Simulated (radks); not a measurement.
Valence configurations of As I (all share [Ar]). Calculated with a radial shooting solver on a logarithmic mesh with Libxc functionals: scalar-relativistic Kohn-Sham, PBE, spin-polarised, spherical densities, finite nucleus; open shells are filled with parallel spins first; Fermi nuclear charge, rms radius 4.0968 fm. Energies are relative to 3d10 4s2 4p3; eigenvalues in eV for spin up.

valence           E (eV)  moment (Bohr magnetons)    e(3d)   e(4p)    e(4s)
3d10 4s2 4p3       0.000                        3  -40.377  -5.920  -15.209
3d10 4s1.5 4p3.5   4.655                        3  -41.286  -6.299  -15.768
3d10 4s1 4p4       9.334                        3  -42.183  -6.674  -16.315
3d9.5 4s2 4p3.5   19.259                        3  -46.117  -6.528  -16.357
3d10 4p5          20.567                        1  -43.877  -6.774        -
3d9.5 4p5.5       40.448                        1  -49.373  -7.228        -
3d9 4s2 4p4       40.594                        3  -51.963  -7.094  -17.438
3d8.5 4s1.5 4p5   69.394                        3  -58.712  -7.957  -18.928
3d8 4s2 4p5       89.722                        3  -63.998  -8.157  -19.456
3d8 4s1.5 4p5.5   95.267                        3  -64.760  -8.468  -19.895

NIST lists [Ar] 3d10 4s2 4p3 as the ground configuration; this level of theory agrees among the configurations tried. The energies are those of spherical high-spin densities, not of single terms.
